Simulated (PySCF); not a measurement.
ClTl, charge +1, doublet, at the geometry of the source list (a state made from the parent by changing its charge; the spin is typed, not shown lowest) (core potentials on Tl), atoms displaced at random by about 0.1 Å a coordinate; PBE/def2-SVP (PySCF).

The PySCF input:
```python
from pyscf import gto, scf, dft
from pyscf.geomopt import geometric_solver

mol = gto.Mole()
mol.atom = '''
    Tl   -0.912925   -0.661832   -0.730195
    Cl    0.758860    0.762641    0.697761
'''
mol.basis = 'def2-svp'
mol.ecp = {'Tl': 'def2-svp'}
mol.charge = 1
mol.spin = 1
mol.verbose = 3
mol.build()

def method(m):
    mf = dft.UKS(m)
    mf.xc = 'pbe'
    return mf

conv, mol_eq = geometric_solver.kernel(method(mol), maxsteps=100, convergence_set='TURBOMOLE')
print('optimisation converged:', conv)
print(mol_eq.tostring(format='xyz'))
mf = method(mol_eq)
mf.kernel()
```

**Question.** Predict the main parts of the log of this PySCF run.

**Answer.** 
```
Custom engine selected.
Bonds will be generated from interatomic distances less than 1.20 times sum of covalent radii
6 internal coordinates being used (instead of 6 Cartesians)
Internal coordinate system (atoms numbered from 1):
Distance 1-2
Translation-X 1-2
Translation-Y 1-2
Translation-Z 1-2
Rotation-A 1-2
Rotation-B 1-2
Rotation-C 1-2
<class 'geometric.internal.Distance'> : 1
<class 'geometric.internal.TranslationX'> : 1
<class 'geometric.internal.TranslationY'> : 1
<class 'geometric.internal.TranslationZ'> : 1
<class 'geometric.internal.RotationA'> : 1
<class 'geometric.internal.RotationB'> : 1
<class 'geometric.internal.RotationC'> : 1
> ===== Optimization Info: ====
> Job type: Energy minimization
> Maximum number of optimization cycles: 100
> Initial / maximum trust radius (Angstrom): 0.100 / 0.300
> Convergence Criteria:
> Will converge when all 5 criteria are reached:
>  |Delta-E| < 1.00e-06
>  RMS-Grad  < 5.00e-04
>  Max-Grad  < 1.00e-03
>  RMS-Disp  < 5.00e-04
>  Max-Disp  < 1.00e-03
> === End Optimization Info ===

Geometry optimization cycle 1
Cartesian coordinates (Angstrom)
 Atom        New coordinates             dX        dY        dZ
  Tl  -0.912925  -0.661832  -0.730195    0.000000  0.000000  0.000000
  Cl   0.758860   0.762641   0.697761    0.000000  0.000000  0.000000

WARN: Mole.unit (angstrom) is changed to Bohr

converged SCF energy = -632.138450997995  <S^2> = 0.75255732  2S+1 = 2.0025557
--------------- UKS_Scanner gradients ---------------
         x                y                z
0 Tl    -0.0003434753    -0.0002847981    -0.0002857585
1 Cl     0.0003935880     0.0002076253     0.0002133394
----------------------------------------------
cycle 1: E = -632.138450998  dE = -632.138  norm(grad) = 0.000724069
Step    0 : Gradient = 5.120e-04/5.299e-04 (rms/max) Energy = -632.1384509980
Hessian Eigenvalues: 5.00000e-02 5.00000e-02 5.00000e-02 ... 5.00000e-02 5.00000e-02 7.23933e-02

Geometry optimization cycle 2
Cartesian coordinates (Angstrom)
 Atom        New coordinates             dX        dY        dZ
  Tl  -0.911200  -0.660673  -0.729022    0.001725  0.001159  0.001173
  Cl   0.756074   0.763116   0.698121   -0.002786  0.000475  0.000360
converged SCF energy = -632.138454098316  <S^2> = 0.75256087  2S+1 = 2.0025592
--------------- UKS_Scanner gradients ---------------
         x                y                z
0 Tl    -0.0002197481    -0.0001794982    -0.0001801776
1 Cl     0.0002779457     0.0001020645     0.0001073839
----------------------------------------------
cycle 2: E = -632.138454098  dE = -3.10032e-06  norm(grad) = 0.000460625
Step    1 : Displace = 1.846e-03/1.846e-03 (rms/max) Trust = 1.000e-01 (=) Grad = 3.257e-04/3.361e-04 (rms/max) E (change) = -632.1384540983 (-3.100e-06) Quality = 1.506
Hessian Eigenvalues: 1.82403e-02 5.00000e-02 5.00000e-02 ... 5.00000e-02 5.00163e-02 6.30593e-02

Geometry optimization cycle 3
Cartesian coordinates (Angstrom)
 Atom        New coordinates             dX        dY        dZ
  Tl  -0.906877  -0.658054  -0.726359    0.004323  0.002620  0.002663
  Cl   0.747639   0.766016   0.700647   -0.008435  0.002900  0.002526
converged SCF energy = -632.13845623202  <S^2> = 0.75256811  2S+1 = 2.0025665
--------------- UKS_Scanner gradients ---------------
         x                y                z
0 Tl     0.0000592400     0.0000600783     0.0000599756
1 Cl     0.0000274361    -0.0001366246    -0.0001322462
----------------------------------------------
cycle 3: E = -632.138456232  dE = -2.1337e-06  norm(grad) = 0.000218229
Step    2 : Displace = 4.017e-03/4.017e-03 (rms/max) Trust = 1.414e-01 (+) Grad = 1.543e-04/1.921e-04 (rms/max) E (change) = -632.1384562320 (-2.134e-06) Quality = 0.615
Hessian Eigenvalues: 1.29588e-02 5.00000e-02 5.00000e-02 ... 5.00000e-02 5.00422e-02 7.94381e-02

Geometry optimization cycle 4
Cartesian coordinates (Angstrom)
 Atom        New coordinates             dX        dY        dZ
  Tl  -0.905651  -0.657631  -0.725918    0.001225  0.000422  0.000442
  Cl   0.743515   0.768600   0.703037   -0.004124  0.002584  0.002390
converged SCF energy = -632.13845617126  <S^2> = 0.7525691  2S+1 = 2.0025675
--------------- UKS_Scanner gradients ---------------
         x                y                z
0 Tl     0.0000982763     0.0000954577     0.0000954022
1 Cl     0.0000050076    -0.0001701846    -0.0001660371
----------------------------------------------
cycle 4: E = -632.138456171  dE = 6.07599e-08  norm(grad) = 0.000290565
Step    3 : Displace = 5.702e-04/5.702e-04 (rms/max) Trust = 1.414e-01 (=) Grad = 2.055e-04/2.378e-04 (rms/max) E (change) = -632.1384561713 (+6.076e-08) Quality = -0.098
Poor-quality step dominated by net translation/rotation detected; will project out net forces and torques past this point.
Hessian Eigenvalues: 2.31751e-05 4.99981e-02 5.00000e-02 ... 5.00000e-02 5.04602e-02 3.89793e-01

Geometry optimization cycle 5
Cartesian coordinates (Angstrom)
 Atom        New coordinates             dX        dY        dZ
  Tl  -0.904643  -0.657295  -0.725564    0.001009  0.000336  0.000353
  Cl   0.740124   0.771038   0.705298   -0.003391  0.002439  0.002261
converged SCF energy = -632.138456179893  <S^2> = 0.75256958  2S+1 = 2.0025679
--------------- UKS_Scanner gradients ---------------
         x                y                z
0 Tl     0.0001185999     0.0001135931     0.0001135827
1 Cl    -0.0000010951    -0.0001859723    -0.0001820540
----------------------------------------------
cycle 5: E = -632.13845618  dE = -8.63236e-09  norm(grad) = 0.000328026
Step    4 : Displace = 2.910e-04/2.910e-04 (rms/max) Trust = 2.851e-04 (-) Grad = 2.082e-04/2.082e-04 (rms/max) E (change) = -632.1384561799 (-8.632e-09) Quality = 0.007
Hessian Eigenvalues: 2.31751e-05 4.99981e-02 5.00000e-02 ... 5.00000e-02 5.04602e-02 3.89793e-01
Converged! =D

optimisation converged: True
2
XYZ from PySCF
Tl         -0.90464257       -0.65729513       -0.72556409
Cl          0.74012449        0.77103825        0.70529848

converged SCF energy = -632.138456180314  <S^2> = 0.75256958  2S+1 = 2.0025679
```
